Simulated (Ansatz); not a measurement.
```xyz
17

C    -2.708   -0.104   -0.293
N    -1.442    0.408    0.082
W     0.290    0.586    0.327
N     0.587    0.696    2.269
N     0.846    2.199   -0.654
N     1.276   -0.742   -0.268
C     1.685   -1.963   -0.860
H    -3.352   -0.229    0.585
H    -3.218    0.584   -0.978
H    -2.628   -1.077   -0.792
H     1.400    0.328    2.735
H    -0.120    0.971    2.932
H     1.740    2.303   -1.105
H     0.220    2.945   -0.910
H     2.363   -1.778   -1.701
H     2.224   -2.584   -0.134
H     0.835   -2.544   -1.234
```

Charge 0, multiplicity 1. W: def2 effective core potential.

Q: List the PBE/def2-TZVPP orbital energies in eV (Ansatz). (An estimate is asked.)

A: Ansatz gave: Occupied: -379.76, -379.76, -379.73, -379.73, -269.36, -269.36, -77.23, -41.86, -41.61, -41.50, -20.57, -20.37, -20.21, -20.11, -15.25, -14.94, -11.72, -11.66, -10.55, -10.36, -10.33, -10.29, -10.25, -9.74, -9.73, -9.42, -7.19, -6.49, -5.99, -5.78, -5.46, -5.01. Lowest empty: -0.73, -0.66, -0.26, 0.03, 0.24, 0.54, 1.16, 1.28.
